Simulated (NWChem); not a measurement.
The numbers come from NWChem runs, not from measurements. System: H3Al, charge 1, spin multiplicity 2, at the geometry of a parent with another charge or spin, in a state set for the comparison that need not be this species' ground state. Its SCF solution wasn't tested for a lower state. Level: UB3LYP/def2-TZVPD, VWN1-RPA local correlation.

NWChem printed:

```
             Northwest Computational Chemistry Package (NWChem) 7.3.0
             --------------------------------------------------------

                                NWChem Input Module
                                -------------------

 Scaling coordinates for geometry "geometry" by  1.889725989
 (inverse scale =  0.529177249)

 Turning off AUTOSYM since
 SYMMETRY directive was detected!

                             Geometry "geometry" -> ""
                             -------------------------

 Output coordinates in angstroms (scale by  1.889725989 to convert to a.u.)

  No.       Tag          Charge          X              Y              Z
 ---- ---------------- ---------- -------------- -------------- --------------
    1 Al                  13.0000     0.00000000     0.00000000    -0.00000100
    2 H                    1.0000     0.00000000     0.00000000     1.60082400
    3 H                    1.0000     1.38635200     0.00000000    -0.80040600
    4 H                    1.0000    -1.38635200     0.00000000    -0.80040600

 Effective nuclear repulsion energy (a.u.)      13.4646400982

            Nuclear Dipole moment (a.u.)
            ----------------------------
        X                 Y               Z
 ---------------- ---------------- ----------------
     0.0000000000     0.0000000000    -0.0000018897

      Symmetry information
      --------------------

 Group name             C2v
 Group number             16
 Group order               4
 No. of unique centers     3

      Symmetry unique atoms

     1    2    3


 Summary of "ao basis" -> "" (spherical)
 ------------------------------------------------------------------------------
       Tag                 Description            Shells   Functions and Types
 ---------------- ------------------------------  ------  ---------------------
 *                         def2-tzvpd                 on all atoms

                                 NWChem DFT Module
                                 -----------------

 Summary of "ao basis" -> "ao basis" (spherical)
 ------------------------------------------------------------------------------
       Tag                 Description            Shells   Functions and Types
 ---------------- ------------------------------  ------  ---------------------
 Al                        def2-tzvpd               15       43   6s5p3d1f
 H                         def2-tzvpd                5        9   3s2p

 Summary of "ao basis" -> "ao basis" (spherical)
 ------------------------------------------------------------------------------
       Tag                 Description            Shells   Functions and Types
 ---------------- ------------------------------  ------  ---------------------
 Al                        def2-tzvpd               15       43   6s5p3d1f
 H                         def2-tzvpd                5        9   3s2p

      Symmetry analysis of basis
      --------------------------

        a1         31
        a2          6
        b1         19
        b2         14

            General Information
            -------------------
          SCF calculation type: DFT
          Wavefunction type:  spin polarized.
          No. of atoms     :     4
          No. of electrons :    15
           Alpha electrons :     8
            Beta electrons :     7
          Charge           :     1
          Spin multiplicity:     2
          Use of symmetry is: on ; symmetry adaption is: on
          Maximum number of iterations: 100
          AO basis - number of functions:    70
                     number of shells:    30
          Convergence on energy requested:  1.00D-06
          Convergence on density requested:  1.00D-05
          Convergence on gradient requested:  5.00D-04

              XC Information
              --------------
                         B3LYP Method XC Potential
                     Hartree-Fock (Exact) Exchange  0.200
                        Slater Exchange Functional  0.800 local
                    Becke 1988 Exchange Functional  0.720 non-local
              Lee-Yang-Parr Correlation Functional  0.810
                  VWN I RPA Correlation Functional  0.190 local

             Grid Information
[...]
    46     -0.371987  2 H  s                 55     -0.314678  3 H  s
    64     -0.314678  4 H  s                 45     -0.296105  2 H  s
     3     -0.280768  1 Al s                 54     -0.202241  3 H  s
    63     -0.202241  4 H  s                 18      0.160488  1 Al pz

 Vector   11  Occ=0.000000D+00  E=-1.933517D-01  Symmetry=b1
              MO Center=  8.0D-14, -1.6D-15,  7.2D-01, r^2= 4.1D+00
   Bfn.  Coefficient  Atom+Function         Bfn.  Coefficient  Atom+Function
  ----- ------------  ---------------      ----- ------------  ---------------
    19      0.385126  1 Al px                16      0.302505  1 Al px
    30     -0.285193  1 Al d  1              50      0.178530  2 H  px
    25     -0.169314  1 Al d  1              35     -0.156472  1 Al d  1
    55     -0.133695  3 H  s                 64      0.133695  4 H  s
    54     -0.132217  3 H  s                 63      0.132217  4 H  s

                     DFT Final Beta Molecular Orbital Analysis
                     -----------------------------------------

 Vector    5  Occ=1.000000D+00  E=-2.987744D+00  Symmetry=b1
              MO Center= -6.8D-17, -8.8D-18,  2.1D-04, r^2= 1.3D-01
   Bfn.  Coefficient  Atom+Function         Bfn.  Coefficient  Atom+Function
  ----- ------------  ---------------      ----- ------------  ---------------
     7      0.553215  1 Al px                10      0.395530  1 Al px
    13      0.208269  1 Al px

 Vector    6  Occ=1.000000D+00  E=-6.784175D-01  Symmetry=a1
              MO Center= -4.5D-15,  1.5D-16,  1.8D-01, r^2= 2.1D+00
   Bfn.  Coefficient  Atom+Function         Bfn.  Coefficient  Atom+Function
  ----- ------------  ---------------      ----- ------------  ---------------
     4      0.663926  1 Al s                  3     -0.318802  1 Al s
     5      0.188430  1 Al s                 45      0.138779  2 H  s
    54      0.108147  3 H  s                 63      0.108147  4 H  s
    44      0.099477  2 H  s                  2      0.089019  1 Al s
    53      0.079657  3 H  s                 62      0.079657  4 H  s

 Vector    7  Occ=1.000000D+00  E=-5.480119D-01  Symmetry=b1
              MO Center= -1.3D-15, -3.5D-16, -5.7D-01, r^2= 2.5D+00
   Bfn.  Coefficient  Atom+Function         Bfn.  Coefficient  Atom+Function
  ----- ------------  ---------------      ----- ------------  ---------------
    16      0.359876  1 Al px                54      0.228629  3 H  s
    63     -0.228629  4 H  s                 55      0.174443  3 H  s
    64     -0.174443  4 H  s                 53      0.143100  3 H  s
    62     -0.143100  4 H  s                  7     -0.099415  1 Al px
    10     -0.087103  1 Al px                25      0.060827  1 Al d  1

 Vector    8  Occ=0.000000D+00  E=-5.123269D-01  Symmetry=a1
              MO Center= -2.2D-16, -3.8D-16,  4.4D-01, r^2= 2.6D+00
   Bfn.  Coefficient  Atom+Function         Bfn.  Coefficient  Atom+Function
  ----- ------------  ---------------      ----- ------------  ---------------
    18      0.324619  1 Al pz                45      0.265977  2 H  s
    46      0.195961  2 H  s                 44      0.157876  2 H  s
    54     -0.146471  3 H  s                 63     -0.146471  4 H  s
    55     -0.102592  3 H  s                 64     -0.102592  4 H  s
     9     -0.094439  1 Al pz                53     -0.091618  3 H  s

 Vector    9  Occ=0.000000D+00  E=-3.086682D-01  Symmetry=b2
              MO Center= -3.1D-15, -5.6D-15,  8.7D-02, r^2= 3.1D+00
   Bfn.  Coefficient  Atom+Function         Bfn.  Coefficient  Atom+Function
  ----- ------------  ---------------      ----- ------------  ---------------
    17      0.591532  1 Al py                20      0.389509  1 Al py
     8     -0.127918  1 Al py                11     -0.108870  1 Al py
    51      0.060900  2 H  py                60      0.050582  3 H  py
    69      0.050582  4 H  py                28      0.032073  1 Al d -1

 Vector   10  Occ=0.000000D+00  E=-2.080454D-01  Symmetry=a1
              MO Center= -3.8D-14,  3.1D-15,  1.6D-01, r^2= 4.2D+00
   Bfn.  Coefficient  Atom+Function         Bfn.  Coefficient  Atom+Function
  ----- ------------  ---------------      ----- ------------  ---------------
     5      0.754329  1 Al s                  4      0.643177  1 Al s
    46     -0.380603  2 H  s                 55     -0.336448  3 H  s
    64     -0.336448  4 H  s                  3     -0.258530  1 Al s
    45     -0.238527  2 H  s                  6     -0.232073  1 Al s
    54     -0.190840  3 H  s                 63     -0.190840  4 H  s

   alpha - beta orbital overlaps
   -----------------------------

   alpha      1      2      3      4      5      6      7      8      9     10
    beta      1      2      3      4      5      6      8      7      9     10
 overlap   1.000  1.000  1.000  1.000  1.000  0.939  0.941  0.999  1.000  0.985

   alpha     11     12     13     14     15     16     17     18     19     20
    beta     11     12     13     14     15     16     17     18     19     20
 overlap   0.998  0.990  0.996  0.998  1.000  0.997  0.999  0.995  0.999  0.996

   alpha     21     22     23     24     25     26     27     28     29     30
    beta     21     22     23     24     25     26     29     28     27     31
 overlap   0.999  0.998  0.997  1.000  0.998  0.890  0.998  0.997  0.891  0.998

   alpha     31     32     33     34     35     36     37     38     39     40
    beta     30     33     32     34     35     36     37     38     39     40
 overlap   1.000  0.985  0.999  0.987  0.996  0.999  0.917  0.918  0.999  0.995

   alpha     41     42     43     44     45     46     47     48     49     50
    beta     41     42     43     44     47     45     46     48     49     50
 overlap   0.998  0.999  0.979  0.987  0.981  0.998  0.994  0.985  0.993  0.994

   alpha     51     52     53     54     55     56     57     58     59     60
    beta     51     52     53     54     55     56     57     58     59     60
 overlap   0.999  0.999  0.952  1.000  0.955  1.000  0.995  0.975  0.998  0.979

   alpha     61     62     63     64     65     66     67     68     69     70
    beta     61     62     63     64     65     66     67     68     69     70
 overlap   0.998  0.992  0.999  0.949  0.950  1.000  1.000  1.000  1.000  1.000

     --------------------------
     Expectation value of S2:
     --------------------------
      <S2> =      0.7615 (Exact =     0.7500)

 center of mass
 --------------
 x =   0.00000000 y =   0.00000000 z =  -0.00000094

 moments of inertia (a.u.)
 ------------------
          13.834359623454           0.000000000000           0.000000000000
           0.000000000000          27.668743457941           0.000000000000
           0.000000000000           0.000000000000          13.834383834486

     Multipole analysis of the density
     ---------------------------------

     L   x y z        total         alpha         beta         nuclear
     -   - - -        -----         -----         ----         -------
     0   0 0 0      1.000000     -8.000000     -7.000000     16.000000

     1   1 0 0     -0.000000      0.000000     -0.000000      0.000000
     1   0 1 0     -0.000000     -0.000000     -0.000000      0.000000
     1   0 0 1      0.539191     -0.190892      0.730085     -0.000002

     2   2 0 0     -8.872043    -12.564255    -10.034758     13.726970
     2   1 1 0      0.000000      0.000000     -0.000000      0.000000
     2   1 0 1      0.000000     -0.000000      0.000000      0.000000
     2   0 2 0     -6.794870     -3.720835     -3.074035      0.000000
     2   0 1 1      0.000000      0.000000      0.000000      0.000000
     2   0 0 2     -6.017202    -13.328953     -6.415195     13.726946

 Task  times  cpu:        1.8s     wall:        1.8s

 Total times  cpu:        1.8s     wall:        1.8s
```

Q: Write an NWChem input that would produce this output.

A: This is not unique; one that fits is 
```
start mol
memory heap 200 mb stack 900 mb global 1100 mb
charge 1
geometry units angstroms nocenter noautoz
  Al     0.000000     0.000000    -0.000001
  H      0.000000     0.000000     1.600824
  H      1.386352     0.000000    -0.800406
  H     -1.386352     0.000000    -0.800406
  symmetry group C2v
end
basis spherical
  * library def2-tzvpd
end
dft
  xc b3lyp
  odft
  mult 2
  semidirect memsize 60000000 filesize 0
  iterations 100
end
task dft energy
```
